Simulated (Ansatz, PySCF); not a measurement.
Molecule: KCl, net charge 0, singlet state. SMILES: [Cl][K]
Geometry: optimised at B3LYP-D3(BJ)/def2-TZVP (Ansatz, a first-principles code).

Quantity: vertical ionisation energy (to the doublet state of charge +1; each state is the SCF solution reached for its spin), in eV. Valence correlation only, unless marked. UHF or UKS for open shells. Spin-orbit coupling is left out. Frozen are the shells of the preceding noble gas and the d and f shells that filled before the atom's block. The outer core of K, Ca and their heavier congeners is not correlated, a term that matters for these elements. Non-relativistic. 

```
level                 program  vertical ionisation energy (eV)
--------------------  -------  -------------------------------
SVWN5/def2-TZVPD       Ansatz                             9.08
PBE/def2-TZVPD         Ansatz                             8.77
r2SCAN/def2-TZVPD      Ansatz                             8.73
BHLYP/def2-TZVPD       Ansatz                             8.53
CAM-B3LYP/def2-TZVPD   Ansatz                             8.74
CCSD/def2-QZVPPD       Ansatz                             8.54
```

For comparison, minus the highest occupied orbital energy (PySCF): 5.81 eV at B3LYP/def2-TZVPD, 6.11 eV at PW6B95/def2-TZVPD, 4.83 eV at TPSS/def2-TZVPD.
